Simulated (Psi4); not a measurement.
Pair of molecules, SMILES N with SMILES F (the first has 4 atoms); geometry from B3LYP-D3(BJ)/def2-TZVP, rigid monomers moved along the line of their centres of mass till N1···H6 is 2.35 Å.
(charge 0, multiplicity 1):
```xyz
6

N      0.038     0.177     0.305
H     -0.239    -0.740    -0.027
H     -0.600     0.857    -0.092
H      0.965     0.372    -0.057
F      0.003     0.301     3.611
H      0.013     0.265     2.649
```

These are SAPT0/jun-cc-pV(D+d)Z run with Psi4 values and carry that method's errors.

Question: Which attractive term is largest, and how does the interaction split up?

Answer: electrostatics -399.8, exchange 110.3, induction -76.4, dispersion -28.4, total -394.3 meV; the largest attraction is electrostatics.
